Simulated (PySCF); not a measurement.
## How methods differ on the excitation energy of Sn²⁺

Sn²⁺ [Kr] 4d10 5s2 (1S) → Sn²⁺ [Kr] 4d10 5s1 5d1 (3D), as a difference of total energies. Computed with PySCF 2.14 in aug-cc-pVTZ-DK3 (8s7p5d2f, 68 functions), with the spin-free X2C one-electron Hamiltonian (Gaussian nucleus). Correlated levels: valence: [Kr] 4d10 frozen. The calculations carry no spin-orbit coupling.

```
           method  excitation energy (cm⁻¹)
              UHF                    129500
    MP2 (valence)                    133800
SCS-MP2 (valence)                    135610
   CCSD (valence)                    135120
```

A first-order spin-orbit estimate (lowest level to lowest level, LS coupling) adds -0.029 eV.

The promoted electron is Rydberg-like, and one or two diffuse shells describe it only roughly, which tends to raise the upper state.

With two correlated electrons CCSD is exact in that space.
